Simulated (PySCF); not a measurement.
Two species compared at the same levels of theory.

First species: C7H10N2.
SMILES with atom numbers: `[CH:1]#[C:2][CH2:3][N:4]1[CH2:5][C@H:6]([CH3:7])[CH:8]=[N:9]1` (hydrogens: H10 on C1; H11, H12 on C3; H13, H14 on C5; H15 on C6; H16, H17, H18 on C7; H19 on C8)

Second species: C5H4Cl2O2S2.
InChI=1S/C5H4Cl2O2S2/c1-3-4(6)2-5(10-3)11(7,8)9/h2H,1H3

Levels: PBE0/pcSseg-1 for HOMO energy, LUMO energy and HOMO–LUMO gap. Geometries: GFN2-xTB. Each species is one conformer at its optimised geometry, gas phase, non-relativistic unless stated; the electronic structure was computed with PySCF and density fitting.

Dipoles, sizes and rotational constants follow the conformer. The torsions of the flexible species, by atom-mapped SMILES:
- `[CH3:1][c:2]1[s:3][c:4]([S:5](=[O:6])(=[O:7])[Cl:8])[cH:9][c:10]1[Cl:11]`: S3–C4–S5–O6 160°

The conformers of `C#CCN1C[C@H](C)C=N1` aren't listed.

```
     property  column X  column Y
  HOMO energy  -7.64 eV  -5.93 eV
  LUMO energy  -2.30 eV   0.27 eV
HOMO–LUMO gap   5.34 eV   6.20 eV
```

Question: Which column belongs to which species?

Answer: Column X is the second species and column Y the first. The first has 19 atoms and 66 electrons, the second 15 and 116.

Question: How does each property change from the first species to the second?

Answer: HOMO energy -1.71 eV; LUMO energy -2.57 eV; HOMO–LUMO gap -0.86 eV.

